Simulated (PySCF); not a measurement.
# Polarisability and C₆ of As⁺ (arsenic, charge +1)

[Ar] 3d10 4s1 4p3, high-spin 5S determinant (an excited configuration). All numbers are calculated (PySCF 2.14, a scalar-relativistic core potential, in aug-cc-pVQZ-PP with ECP10MDF (7s6p5d3f2g, 89 functions)). Coupled (time-dependent) response in atomic units; α is the mean over directions.

```
method  mean α (bohr³)  C₆ (like pair)  S(−4)
   UHF           15.27           89.19  65.07
   PBE           16.28           96.73  78.23
  PBE0           15.84           93.37  72.52
```

S(−4) is the Cauchy moment in α(ω) = α(0) + S(−4) ω² + …

α(iu) at UHF:

```json
{"u (hartree)": "0", "α(iu) (bohr³)": "15.27"}
{"u (hartree)": "0.0500", "α(iu) (bohr³)": "15.11"}
{"u (hartree)": "0.100", "α(iu) (bohr³)": "14.64"}
{"u (hartree)": "0.200", "α(iu) (bohr³)": "13.07"}
{"u (hartree)": "0.300", "α(iu) (bohr³)": "11.13"}
{"u (hartree)": "0.500", "α(iu) (bohr³)": "7.653"}
{"u (hartree)": "0.750", "α(iu) (bohr³)": "4.878"}
{"u (hartree)": "1.00", "α(iu) (bohr³)": "3.317"}
{"u (hartree)": "1.50", "α(iu) (bohr³)": "1.825"}
{"u (hartree)": "2.00", "α(iu) (bohr³)": "1.176"}
{"u (hartree)": "3.00", "α(iu) (bohr³)": "0.6300"}
{"u (hartree)": "5.00", "α(iu) (bohr³)": "0.2807"}
```

A single London oscillator, α(iu) = α/(1 + u²/ω²), gives C₆ = (3/4) ω α². Matching the computed C₆ needs ω = 4 × 89.19 / (3 × 15.27²) = 0.510 hartree.

For an ion, C₆ is the dispersion term alone; charge-induced terms of lower order in 1/R come first.

Energies and moments cover only the electrons outside the core potential.
